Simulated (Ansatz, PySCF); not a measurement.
Si(H)(PH2)3 (H₇P₃Si), SMILES P[SiH](P)P. Atoms are numbered in the order given.

```xyz
11

Si     0.1033     0.0160    -0.5043
P      0.3012     2.0798     0.4402
P     -2.0496    -0.7267    -0.4164
P      1.3531    -1.5335     0.6092
H      0.4754     0.1425    -1.9446
H      0.1655     1.5719     1.7698
H      1.7320     2.0575     0.4799
H     -2.6058     0.5308    -0.8092
H     -2.1737    -0.4522     0.9814
H      2.5965    -0.9978     0.1497
H      1.2784    -2.5095    -0.4337
```
Charge 0, spin multiplicity 1.

Coordinates come from a B3LYP-D3(BJ)/def2-SVP optimisation. This is a generated structure with no PubChem entry under its InChIKey; it may be hypothetical. The values are those of a single conformer.

Two levels are set side by side: PBE-D3(BJ)/def2-SVP (Ansatz, a quantum-chemistry and plane-wave program) and B3LYP-D3(BJ)/def2-SVP (Ansatz). Each level has its own optimised geometry; the coordinates shown are those of the second. Frequencies come from the Hessian of PySCF at each geometry. Differences are taken from unrounded values.

| quantity | B3LYP-D3(BJ) | PBE-D3(BJ) | PBE-D3(BJ) minus B3LYP-D3(BJ) |
|---|---|---|---|
| mean bond length (Å) | 1.691 | 1.701 | 0.010 |
| bond Si1–P2 (Å) | 2.278 | 2.282 | 0.004 |
| bond Si1–P3 (Å) | 2.279 | 2.283 | 0.004 |
| bond Si1–P4 (Å) | 2.281 | 2.285 | 0.004 |
| bond Si1–H5 (Å) | 1.493 | 1.507 | 0.015 |
| bond P2–H6 (Å) | 1.430 | 1.442 | 0.012 |
| bond P2–H7 (Å) | 1.432 | 1.444 | 0.012 |
| bond P3–H8 (Å) | 1.430 | 1.442 | 0.012 |
| bond P3–H9 (Å) | 1.430 | 1.442 | 0.012 |
| bond P4–H10 (Å) | 1.430 | 1.442 | 0.012 |
| bond P4–H11 (Å) | 1.430 | 1.443 | 0.012 |
| highest harmonic wavenumber (cm⁻¹) | 2382 | 2326 | -56 |
| mean harmonic wavenumber (cm⁻¹) | 1013 | 981 | -32 |
| zero-point energy (kcal/mol) | 39.10 | 37.87 | -1.23 |

Exact exchange shortens and stiffens bonds; PBE has none. Differences between two approximate levels are no errors against the true value.
